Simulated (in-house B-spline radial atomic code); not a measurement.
## RPA and G0W0 on Hartree-Fock: Sn XVIII (Sn17+)

Configuration [Ar] 3d10 4s2 4p3, highest spin, mean-field start Hartree-Fock. Computed with a B-spline radial code for spherical atoms: all electrons, non-relativistic, point nucleus, each spin shell either full or empty, empty states to l = 9 with an (l + 1/2)⁻⁴ tail; G0W0 by contour deformation at full frequency.

Without relativity these are model numbers: it shifts the levels of so heavy an element strongly and can reorder them.

Command:
```bash
python run_gw.py task.json out
```
Settings (radii: box in bohr, nucleus in fm):
```
Z                        50
electrons                33
configuration            [Ar] 3d10 4s2 4p3
hamiltonian              nr
method                   hf
lmax                     9
spin_polarised           True
box_radius               4.58
intervals                48
```

Cost of the run: 1.9 s on 1 thread of Arm Neoverse V1, on a shared host.

Energies (hartree):

```csv
term,value
mean-field total,-5910.78959
Hartree-Fock functional on these orbitals,-5910.78959
direct second order,-2.6218
second-order exchange,0.76705
SOSEX correction,0.73367
```

Question: What is the RPA correlation energy, and what remains with SOSEX?

Answer: RPA gives -2.434 hartree (-2.01 eV per electron); RPA + SOSEX gives -1.7003, and the second-order doubles (MP2) -1.8547 hartree. RPA lacks exchange-type terms and so overcorrelates at short range.

Quasi-particle levels (eV):

| level | occupied | mean field | Σx - vxc | Σc | QP weight | G0W0 |
| --- | --- | --- | --- | --- | --- | --- |
| 4p up | yes | -469.36 | 0.00 | ? | ? | ? |
| 4s down | yes | -496.86 | 0.00 | -3.94 | 0.984 | -500.80 |
| 4s up | yes | -518.87 | 0.00 | 5.54 | 0.875 | -513.33 |
| 3d down | yes | -944.06 | 0.00 | 3.70 | 0.985 | -940.35 |
| 4p down | no | -431.25 | 0.00 | -3.10 | 0.983 | -434.35 |

G0W0 = mean field + (Σx - vxc) + Σc, with Σc (partial-wave tail included) taken at the quasi-particle energy. Only the outer levels were computed.

Question: Where does G0W0 put 4p up?

Answer: At -470.35 eV, with Σc = -0.99 eV and a quasi-particle weight of 0.984. The tabulated removal energy is 466 ± 3 eV (NIST, tabulated theory); the calculation leaves out relativity, Breit and QED terms, and what these don't explain is the method's own error.
